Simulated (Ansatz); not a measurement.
One change: `C=CCN(CC)CC` becomes `CC[N](CC)[Sn]([CH3])([CH3])[CH3]`.

Ansatz, PBE0-D4/def2-TZVP geometries, multiplicity 1. Each molecule was computed in one conformer, which needn't be the lowest.

Elements past krypton have def2 core potentials.

| property | `C=CCN(CC)CC` |
| --- | --- |
| HOMO energy (PBE/def2-TZVPP) / eV | -4.71 |
| size of the dipole moment (B3LYP/def2-TZVPP) / D | 0.58 |
| HOMO energy (ωB97M-V/def2-TZVPP) / eV | -8.38 |
| HOMO energy (B3LYP/def2-TZVPP) / eV | -5.84 |
| size of the dipole moment (PBE/def2-TZVPP) / D | 0.55 |
| LUMO energy (ωB97M-V/def2-TZVPP) / eV | 2.37 |

Problem. Give the same properties after the change, and the shifts. (Best estimate.)

Solution. The calculation gave: 
| property | `CC[N](CC)[Sn]([CH3])([CH3])[CH3]` | shift |
| --- | --- | --- |
| HOMO energy (PBE/def2-TZVPP) / eV | -4.39 | 0.32 |
| size of the dipole moment (B3LYP/def2-TZVPP) / D | 0.66 | 0.08 |
| HOMO energy (ωB97M-V/def2-TZVPP) / eV | -7.96 | 0.42 |
| HOMO energy (B3LYP/def2-TZVPP) / eV | -5.47 | 0.37 |
| size of the dipole moment (PBE/def2-TZVPP) / D | 0.64 | 0.09 |
| LUMO energy (ωB97M-V/def2-TZVPP) / eV | 1.85 | -0.52 |

With PBE0 the HOMO rises by 0.38 eV and the LUMO rises by 0.24 eV, so the gap narrows by about 0.14 eV. PBE moves the HOMO by 0.32 eV and ωB97M-V by 0.42 eV. Dipoles are sizes alone; their direction can turn.

B3LYP here is the variant with VWN-RPA as its local correlation; programs differ in this.
